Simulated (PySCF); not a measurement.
Input file for PySCF: D3(BJ) and D4 dispersion corrections on CH4O2 (a complex).

```python
from pyscf import gto
from pyscf.dispersion import dftd3, dftd4

mol = gto.M(
    atom='''
    O     0.27470414   -0.11455422    0.53960396
    H    -0.46269598   -0.44100008    1.07826482
    H    -0.04261553   -0.11150345   -0.36776118
    C    -0.34637842   -0.33623431    3.58626811
    O    -1.22531364   -0.76033188    2.88087348
    H     0.57381896    0.10124780    3.16369545
    H    -0.42888866   -0.36939542    4.68735173
    ''',
    basis='def2-svp',
    charge=0, spin=0, verbose=0, max_memory=1800)
d3, d4 = {}, {}
for xc in ['hf', 'pbe', 'blyp', 'revpbe', 'tpss', 'r2scan', 'b3lyp', 'pbe0', 'bhlyp', 'camb3lyp', 'b2plyp']:
    d3[xc] = float(dftd3.DFTD3Dispersion(mol, xc=xc, version='d3bj', atm=False).get_dispersion()['energy'])
    print(f'D3(BJ) {xc:10s} {d3[xc]:14.8f} Eh')
for xc in ['hf', 'pbe', 'blyp', 'revpbe', 'tpss', 'r2scan', 'b3lyp', 'pbe0', 'bhlyp', 'camb3lyp', 'b2plyp']:
    d4[xc] = float(dftd4.DFTD4Dispersion(mol, xc={'camb3lyp': 'cam-b3lyp'}.get(xc, xc), atm=True).get_dispersion()['energy'])
    print(f'D4     {xc:10s} {d4[xc]:14.8f} Eh')
```

It printed:

```
D3(BJ) hf            -0.02146885 Eh
D3(BJ) pbe           -0.00250557 Eh
D3(BJ) blyp          -0.00505978 Eh
D3(BJ) revpbe        -0.00669382 Eh
D3(BJ) tpss          -0.00304732 Eh
D3(BJ) r2scan        -0.00068707 Eh
D3(BJ) b3lyp         -0.00408567 Eh
D3(BJ) pbe0          -0.00206639 Eh
D3(BJ) bhlyp         -0.00301710 Eh
D3(BJ) camb3lyp      -0.00172843 Eh
D3(BJ) b2plyp        -0.00177921 Eh
D4     hf            -0.00810323 Eh
D4     pbe           -0.00209538 Eh
D4     blyp          -0.00471930 Eh
D4     revpbe        -0.00764764 Eh
D4     tpss          -0.00284011 Eh
D4     r2scan        -0.00054726 Eh
D4     b3lyp         -0.00330761 Eh
D4     pbe0          -0.00174794 Eh
D4     bhlyp         -0.00217716 Eh
D4     camb3lyp      -0.00172519 Eh
D4     b2plyp        -0.00146775 Eh
```

The run finished.

Cost: very roughly 0.05 core-seconds.
